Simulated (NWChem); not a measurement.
Program: NWChem. System: H₅BOP₂, charge 0, spin multiplicity 1, displaced from the optimised geometry. The structure started from a generated list of species.

Input file:

```
start mol
memory heap 200 mb stack 800 mb global 1000 mb
geometry units angstroms nocenter noautoz noautosym
  B      0.435371     0.035429    -0.018228
  O      1.816632     0.114898    -0.034186
  H      2.206186     0.523502    -0.842400
  P     -0.374358    -0.938056     1.500653
  H     -1.547156    -0.094195     1.668144
  H      0.406406    -0.327046     2.565160
  P     -0.702098     0.845866    -1.429777
  H     -1.692815    -0.214816    -1.501248
  H      0.064307     0.399083    -2.588187
end
basis spherical
  * library def2-svp
end
dft
  xc pbe0
  semidirect memsize 60000000 filesize 0
  iterations 100
  convergence nodiis damp 40
end
task dft gradient
```

The output up to the point where the run's verdict is printed (cleaned and shortened):

```
             Northwest Computational Chemistry Package (NWChem) 7.3.0
             --------------------------------------------------------

                                NWChem Input Module
                                -------------------

 Scaling coordinates for geometry "geometry" by  1.889725989
 (inverse scale =  0.529177249)

                             Geometry "geometry" -> ""
                             -------------------------

 Output coordinates in angstroms (scale by  1.889725989 to convert to a.u.)

  No.       Tag          Charge          X              Y              Z
 ---- ---------------- ---------- -------------- -------------- --------------
    1 B                    5.0000     0.43537100     0.03542900    -0.01822800
    2 O                    8.0000     1.81663200     0.11489800    -0.03418600
    3 H                    1.0000     2.20618600     0.52350200    -0.84240000
    4 P                   15.0000    -0.37435800    -0.93805600     1.50065300
    5 H                    1.0000    -1.54715600    -0.09419500     1.66814400
    6 H                    1.0000     0.40640600    -0.32704600     2.56516000
    7 P                   15.0000    -0.70209800     0.84586600    -1.42977700
    8 H                    1.0000    -1.69281500    -0.21481600    -1.50124800
    9 H                    1.0000     0.06430700     0.39908300    -2.58818700

 Effective nuclear repulsion energy (a.u.)     184.5891924965

            Nuclear Dipole moment (a.u.)
            ----------------------------
        X                 Y               Z
 ---------------- ---------------- ----------------
    -0.0000018897     0.0000132281    -0.0000359048


 Summary of "ao basis" -> "" (spherical)
 ------------------------------------------------------------------------------
       Tag                 Description            Shells   Functions and Types
 ---------------- ------------------------------  ------  ---------------------
 *                          def2-svp                  on all atoms

                                 NWChem DFT Module
                                 -----------------
[...]
 d= 0,ls=0.0         52   -747.4034216411 -4.02D+01  2.62D-01              29.6
 d= 0,ls=0.0         53   -707.1688336447  4.02D+01  2.62D-01              30.2
 d= 0,ls=0.0         54   -747.4034216411 -4.02D+01  2.62D-01              30.8
 d= 0,ls=0.0         55   -707.1688336447  4.02D+01  2.62D-01              31.4
 d= 0,ls=0.0         56   -747.4034216411 -4.02D+01  2.62D-01              32.0
 d= 0,ls=0.0         57   -707.1688336447  4.02D+01  2.62D-01              32.6
 d= 0,ls=0.0         58   -747.4034216411 -4.02D+01  2.62D-01              33.2
 d= 0,ls=0.0         59   -707.1688336447  4.02D+01  2.62D-01              33.9
 d= 0,ls=0.0         60   -747.4034216411 -4.02D+01  2.62D-01              34.4
 d= 0,ls=0.0         61   -707.1688336447  4.02D+01  2.62D-01              34.9
 d= 0,ls=0.0         62   -747.4034216411 -4.02D+01  2.62D-01              35.4
 d= 0,ls=0.0         63   -707.1688336447  4.02D+01  2.62D-01              36.0
 d= 0,ls=0.0         64   -747.4034216411 -4.02D+01  2.62D-01              36.5
 d= 0,ls=0.0         65   -707.1688336447  4.02D+01  2.62D-01              37.2
 d= 0,ls=0.0         66   -747.4034216411 -4.02D+01  2.62D-01              37.7
 d= 0,ls=0.0         67   -707.1688336447  4.02D+01  2.62D-01              38.3
 d= 0,ls=0.0         68   -747.4034216411 -4.02D+01  2.62D-01              38.8
 d= 0,ls=0.0         69   -707.1688336447  4.02D+01  2.62D-01              39.4
 d= 0,ls=0.0         70   -747.4034216411 -4.02D+01  2.62D-01              40.0
 d= 0,ls=0.0         71   -707.1688336447  4.02D+01  2.62D-01              40.6
 d= 0,ls=0.0         72   -747.4034216411 -4.02D+01  2.62D-01              41.1
 d= 0,ls=0.0         73   -707.1688336446  4.02D+01  2.62D-01              41.7
 d= 0,ls=0.0         74   -747.4034216411 -4.02D+01  2.62D-01              42.3
 d= 0,ls=0.0         75   -707.1688336447  4.02D+01  2.62D-01              42.9
 d= 0,ls=0.0         76   -747.4034216411 -4.02D+01  2.62D-01              43.5
 d= 0,ls=0.0         77   -707.1688336447  4.02D+01  2.62D-01              44.0
 d= 0,ls=0.0         78   -747.4034216411 -4.02D+01  2.62D-01              44.6
 d= 0,ls=0.0         79   -707.1688336446  4.02D+01  2.62D-01              45.1
 d= 0,ls=0.0         80   -747.4034216411 -4.02D+01  2.62D-01              45.6
 d= 0,ls=0.0         81   -707.1688336447  4.02D+01  2.62D-01              46.2
 d= 0,ls=0.0         82   -747.4034216411 -4.02D+01  2.62D-01              46.8
 d= 0,ls=0.0         83   -707.1688336446  4.02D+01  2.62D-01              47.4
 d= 0,ls=0.0         84   -747.4034216411 -4.02D+01  2.62D-01              48.0
 d= 0,ls=0.0         85   -707.1688336447  4.02D+01  2.62D-01              48.5
 d= 0,ls=0.0         86   -747.4034216411 -4.02D+01  2.62D-01              49.1
 d= 0,ls=0.0         87   -707.1688336446  4.02D+01  2.62D-01              49.7
 d= 0,ls=0.0         88   -747.4034216411 -4.02D+01  2.62D-01              50.2
 d= 0,ls=0.0         89   -707.1688336446  4.02D+01  2.62D-01              50.8
 d= 0,ls=0.0         90   -747.4034216411 -4.02D+01  2.62D-01              51.3
 d= 0,ls=0.0         91   -707.1688336446  4.02D+01  2.62D-01              51.9
 d= 0,ls=0.0         92   -747.4034216411 -4.02D+01  2.62D-01              52.6
 d= 0,ls=0.0         93   -707.1688336446  4.02D+01  2.62D-01              53.2
 d= 0,ls=0.0         94   -747.4034216411 -4.02D+01  2.62D-01              53.7
 d= 0,ls=0.0         95   -707.1688336446  4.02D+01  2.62D-01              54.4
 d= 0,ls=0.0         96   -747.4034216411 -4.02D+01  2.62D-01              55.1
 d= 0,ls=0.0         97   -707.1688336446  4.02D+01  2.62D-01              55.7
 d= 0,ls=0.0         98   -747.4034216411 -4.02D+01  2.62D-01              56.5
 d= 0,ls=0.0         99   -707.1688336446  4.02D+01  2.62D-01              57.2
 d= 0,ls=0.0        100   -747.4034216411 -4.02D+01  2.62D-01              57.7
```

The run did not converge; its last values are not results. The next line reads: Calculation failed to converge. NWChem stopped with the message: dft gradient failed.
